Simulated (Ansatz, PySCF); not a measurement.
CH2Li2, SMILES [Li][CH2][Li].

Coordinates come from a r2SCAN-D4/def2-TZVPD optimisation.

Vertical ionisation energy (IE) and electron affinity (EA) in eV. Rows of orbital energies are one-electron estimates. Where ΔSCF, EOM or ADC give a negative EA the extra electron is unbound and the value depends on the basis.

```
level                                                                  IE    EA
-------------------------------------------------------------------  ----  ----
−ε(HOMO), −ε(LUMO), PBE0/def2-TZVPD (PySCF)                          3.34  0.96
−ε(HOMO), −ε(LUMO), B3LYP/def2-TZVPD (PySCF)                         3.24  1.24
−ε(HOMO), −ε(LUMO), PBE/def2-TZVPD (PySCF)                              ?     ?
ΔSCF, PBE/def2-TZVPD (Ansatz), final states of multiplicity 2 and 2  5.23  0.38
```

**Question.** Some entries are withheld; supply them. (An estimate is asked for; the answer gives what the named calculation found.)

**Answer.** 
- −ε(HOMO), −ε(LUMO), PBE/def2-TZVPD (PySCF), IE: 2.60
- −ε(HOMO), −ε(LUMO), PBE/def2-TZVPD (PySCF), EA: 1.52

**Question.** What vertical singlet–triplet gap does ΔSCF give with PBE0/def2-TZVPD (Ansatz, a quantum-chemistry and plane-wave program) and with PBE/def2-TZVPD (Ansatz)? (Estimate from the structure and the level; the computed values follow.)

**Answer.** 0.93 and 1.04 eV (triplet above singlet where positive).
